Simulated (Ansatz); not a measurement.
`[CH2][GeH2][Cl]`• → C• + Cl• + Ge• + 4 H•  (atomization)

Computed with Ansatz on PBE0-D4/def2-TZVP structures; ΔE is electronic, products minus reactants. CCSD(T)/CBS adds triple-zeta CCSD(T) − MP2 to the extrapolated MP2 energy (def2 sets, frozen cores). This one scheme is used for every species, atoms too. For atomizations the MP2-based limit and the directly extrapolated one differ by several kJ/mol either way, and by 10 to 25 for some Ge, Se and Sn compounds, so smaller differences from it don't rank the levels. Functionals use def2-TZVPP. No spin–orbit coupling; open shells (•) take unrestricted orbitals. Spin–orbit coupling would lower the free atoms: a little for C, Cl; clearly for Ge. For Ge outer-core shells are correlated without core-valence functions, so the limit isn't a true one: a few kJ/mol of doubt a bond, and 10 to 20 or more in all where bonds break to atoms. Scalar relativity is left out up to krypton.

| level | ΔE (kcal/mol) |
| --- | --- |
| B97M-V | 508.1 |
| CAM-B3LYP | 497.9 |

(1) What does CCSD(T)/CBS give? (An estimate is asked.)

Largest T1 diagnostic among the species: 0.011.

Answers

(1) Ansatz gave: +501.5 kcal/mol. The listed levels differ from it by 6.6, -3.6 kcal/mol.

At CCSD(T), def2-SVP lies −31.2 kcal/mol from the extrapolated value and def2-TZVPP −9.7 kcal/mol: correlation converges slowly with the basis, and small sets miss more of it in the bonded molecule than in its fragments. From PBE to PBE0 (25 % exact exchange), in def2-TZVPP and without D4, ΔE moves by −2.4 kcal/mol: exact exchange takes away binding that semilocal exchange gives to molecules.
